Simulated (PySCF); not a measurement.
## Calculated NMR parameters of FC/C=C/C(F)(F)F

| Property | Result |
| --- | --- |
| Formula | C4H4F4 |
| SMILES | FC/C=C/C(F)(F)F |
| InChI | InChI=1S/C4H4F4/c5-3-1-2-4(6,7)8/h1-2H,3H2/b2-1+ |
| Point group of the computed structure | Cs |
| Degrees of unsaturation | 1 |
| Carbon signals | 4 |
| Proton signals | 3 |

Bonds (- single, = double, # triple, : aromatic): F1-C2 1.367 Å, C2-C3 1.490 Å, C3=C4 1.323 Å, C4-C5 1.495 Å, C5-F6 1.344 Å, C5-F7 1.344 Å, C5-F8 1.341 Å. C2 carries H9, H10; C3 carries H11; C4 carries H12. Stereochemistry as in FC/C=C/C(F)(F)F.

- PBE0/pcSseg-1 with gauge-including orbitals
- GFN2-xTB structure
- run in PySCF
- non-relativistic, a single conformation, in vacuum, one averaged value for each set of equivalent atoms

References, each an isolated molecule treated in the same way: ¹H and ¹³C against TMS; CFCl3 for ¹⁹F.

```tsv
carbon	δC, type	δH (multiplicity)	HMBC from (2–3 bonds)	span of the C tensor (ppm)
C2	84.9, CH2	5.45 (m)	H11, H12	74
C3	144.3, CH	6.53 (m)	H12, H9/H10	222
C4	125.7, CH	6.21 (m)	H11, H9/H10	197
C5	132.2, C	–	H11, H12	8
```

Other nuclei:
```tsv
atoms	nucleus	environment	δ (ppm)	σ (ppm)
F6/F7/F8	¹⁹F	fluorine of a CF3 group	-83.2	254.2
F1	¹⁹F	fluorine on an sp3 carbon	-259.9	430.9
```

- Carbon types of the structure: 1 × C, 2 × CH, 1 × CH2, which accounts for all hydrogens.
- δC 144.3, 125.7: alkene CH; the olefinic region.
- δC 132.2: CF3 carbon; 3 electronegative neighbours deshield it.
- δC 84.9: allylic sp3 CH2 bonded to F; the inductive effect lowers its shielding.
- δH 6.53, 6.21: hydrogen on an alkene CH; a vinylic proton, deshielded by the sp2 carbon and the C=C anisotropy.
- δH 5.45: hydrogen on an allylic sp3 CH2 bonded to F; its carbon carries F, an electronegative neighbour.

Splittings by ¹⁹F in the carbon and heteronuclear signals aren't shown, as no couplings were computed. Shifts are as computed. Against solution values, carbons near 30 ppm lie about +3 ppm off and those near 130 ppm about +5 ppm. Of 1309 compounds with measured shifts, 239 miss one by over three times the rms of a fit or turn the order of signals round; such compounds aren't used in these exercises. Unscaled 19F shifts against computed CFCl3 carry errors that often reach 10 to 50 ppm. Multiplicities follow the n + 1 count of equivalent neighbours, as no J values were calculated; m marks all less simple cases, F and P coupling included.
